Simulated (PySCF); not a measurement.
Yb²⁹⁺: ionisation energy

Yb²⁹⁺ [Kr] 4d5 [4d3/2^4 4d5/2^1, M_J = 5/2] → Yb³⁰⁺ [Kr] 4d4 [4d3/2^4, M_J = 0], as a difference of total energies. Computed with PySCF 2.14 in an uncontracted even-tempered set (17 s from 2.6 bohr⁻², ratio 2.8; 14 p from 3.4 bohr⁻², ratio 2.8; 9 d from 3.4 bohr⁻², ratio 2.8; 3 f from 14 bohr⁻², ratio 3), with the two-component X2C-1e Hamiltonian. Correlated levels: [Ar] 3d10 frozen; the 92 highest virtual spinors dropped. "Screened" scales the spin-orbit matrix elements by Boettger's factors to mimic the two-electron term; Breit and QED terms are absent.

| method | ionisation energy (eV) |
| --- | --- |
| GHF (spin-free) | 1124.9 |
| GMP2 (spin-free) | 1124.9 |
| GHF (screened spin-orbit) | 1112.7 |
| GMP2 (screened spin-orbit) | 1112.5 |

Breit and QED terms and the two-electron picture change are absent.

The spin-free rows relax to the high-spin LS determinant and lack the spin-orbit shift.

The labels give the starting determinants; with spin-orbit coupling the two ends relaxed to ⟨J²⟩ = 8.76, ⟨L²⟩ = 3.53, ⟨S²⟩ = 4.34 and ⟨J²⟩ = 0.00, ⟨L²⟩ = 2.46, ⟨S²⟩ = 2.46.

For comparison: 1114 ± 4 eV (theoretical estimate listed by NIST; NIST Atomic Spectra Database, ionization energies).
